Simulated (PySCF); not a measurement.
Atoms are numbered as in `[CH2:1]=[C:2](/[CH:3]=[CH:4]/[C:5]([F:6])([F:7])[F:8])[C:9]([F:10])([F:11])[F:12]`; H(Xn) means a hydrogen on atom n. Ha(C1) is cis to C3; Hb(C1) is trans to C3.

Geometry: PBE0-D3(BJ)/def2-SVP; GIAO shifts from PySCF, gas phase, non-relativistic, averaged over equivalent atoms.

At PBE0/pcSseg-1 (224 basis functions):
| atoms | δ (ppm) |
| --- | --- |
| C2 | 143.3 |
| C3 | 137.4 |
| C1 | 135.6 |
| C4 | 130.0 |
| C5 | 127.7 |
| C9 | 127.0 |
| F10/F11/F12 | -80.5 |
| F6/F7/F8 | -81.4 |
| H(C3) | 6.77 |
| Hb(C1) | 6.39 |
| H(C4) | 6.07 |
| Ha(C1) | 5.98 |

Scale: TMS for 13C (σ = 184.41 ppm) and 1H (σ = 31.27 ppm); 19F (σ = 177.25 ppm) vs CFCl3 (reference shieldings calculated alike).

Q: What do these become at mPW1PW91/pcSseg-2?

A: 
```json
{"atoms": "C2", "δ at mPW1PW91/pcSseg-2": "149.2", "change": "+5.9"}
{"atoms": "C3", "δ at mPW1PW91/pcSseg-2": "141.6", "change": "+4.2"}
{"atoms": "C1", "δ at mPW1PW91/pcSseg-2": "138.6", "change": "+3.0"}
{"atoms": "C4", "δ at mPW1PW91/pcSseg-2": "133.9", "change": "+3.9"}
{"atoms": "C5", "δ at mPW1PW91/pcSseg-2": "132.7", "change": "+5.0"}
{"atoms": "C9", "δ at mPW1PW91/pcSseg-2": "131.9", "change": "+4.9"}
{"atoms": "F10/F11/F12", "δ at mPW1PW91/pcSseg-2": "-77.4", "change": "+3.1"}
{"atoms": "F6/F7/F8", "δ at mPW1PW91/pcSseg-2": "-78.1", "change": "+3.3"}
{"atoms": "H(C3)", "δ at mPW1PW91/pcSseg-2": "6.96", "change": "+0.19"}
{"atoms": "Hb(C1)", "δ at mPW1PW91/pcSseg-2": "6.34", "change": "-0.05"}
{"atoms": "H(C4)", "δ at mPW1PW91/pcSseg-2": "6.27", "change": "+0.20"}
{"atoms": "Ha(C1)", "δ at mPW1PW91/pcSseg-2": "5.92", "change": "-0.06"}
```

Shifts are taken against calculated references (same method and geometry level): 13C (σ = 183.53 ppm), 1H (σ = 31.29 ppm) against TMS; 19F (σ = 177.19 ppm) vs CFCl3.

The largest change is at C2 (fully substituted alkene carbon). Cost: 488 basis functions. The order of the carbon signals is the same at both levels.

Unscaled 19F shifts against computed CFCl3 carry errors that often reach 10 to 50 ppm.
